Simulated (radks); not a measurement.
Results of a calculation; reference values are marked as such.
Q: The gold ion Au9+ is in [Xe] 4f14 5d2. Level of theory: scalar-relativistic Kohn-Sham, PBEsol, spin-polarised, spherical densities, finite nucleus; Fermi nuclear charge, rms radius of each element as measured or else 0.836 A^(1/3) + 0.57 fm (a radial shooting solver on a logarithmic mesh with Libxc functionals). Open shells are filled with parallel spins first. One electron is removed from 5d, 5p, 5s, 4f in turn, with full relaxation. Which removal costs least, and what does each cost?

A: 5d 148.72 eV; 5p 210.61 eV; 4f 248.62 eV; 5s 263.76 eV. The 5d electron leaves first.
